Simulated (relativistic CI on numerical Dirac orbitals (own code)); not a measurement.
Computed by Dirac-Coulomb-Breit CI, separate exchange-only KLI orbitals for each configuration, QED by a radiative potential, unscaled Slater integrals (own radial code, finite nucleus).

The strongest absorption lines from the ground level of an ion, among the configurations computed and to levels below about 599 eV (vacuum wavelength in nm, gf): 2.0767 (0.29), 2.0813 (0.31), 2.0841 (0.64), 2.0858 (0.62), 5.2211 (0.5), 5.5324 (1.9), 5.6923 (0.89), 5.8314 (1).

(1) Which ion is it?
A. Te27+
B. Sn25+
C. Sn27+
D. Cd23+

## Answers

(1) B. Sn25+ has 25 electrons and the ground level 3s2 3p6 3d7 4F_9/2; the strongest line goes to 3s2 3p5 3d8 4D°_7/2. The pattern of lines fixes the number of electrons, and along that sequence the line energies rise steadily with the charge (about as its square where n changes within one kind of shell, about linearly where n is kept but much faster in heavy ions where fine structure, which grows about as Z⁴, sets the gap, and irregularly where shells cross), which fixes Z. Configurations outside the model, such as inner-shell arrays, can give stronger lines. At this charge energies of transitions that change n are usually good to better than 1 %, and those within a shell (Δn = 0) to a few per cent. Terms inside the open d or f shell come out 10 to 20 % too wide with unscaled integrals.

LS names give the leading component of a level, which can be under half, so a name can repeat, a term be missing and a line seem to break the LS rules.
